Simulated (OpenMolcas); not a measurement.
# CH3BTe: a line through the functionals

CH3BTe has 6 atoms, charge 0, and is taken as a singlet. SMILES: `B1C[Te]1`. Geometry: a GFN2-xTB relaxation, a rough one for these elements and not checked as a minimum.

The HOMO–LUMO gap y, in eV, basis def2-SVP with a core potential; a is the functional's share of exact exchange. Programs: OpenMolcas 26.06.

```
functional     program     a  y (eV)
      BLYP  OpenMolcas     0    3.23
    revPBE  OpenMolcas     0    3.27
     B3LYP  OpenMolcas   0.2    4.65
      PBE0  OpenMolcas  0.25       ?
     BHLYP  OpenMolcas   0.5    6.81
```

Task: Fit y = c + s·a to the known rows and predict PBE0.

Result: 
1. Means of the 4 rows: a = 0.1750, y = 4.490.
2. Σ(Δa)² = 0.1675, Σ(Δa·Δy) = 1.192, so the slope is 1.192/0.1675 = 7.1164.
3. Intercept: 4.490 − (7.1164) × 0.1750 = 3.245. The largest residual of the fit is 0.025.
4. PBE0: 3.245 + (7.1164) × 0.25 = 5.02 eV.

The run gave 5.03 eV, so the prediction is off by -0.01 eV, within the scatter of the fit. Exact exchange lowers occupied levels and raises empty ones.
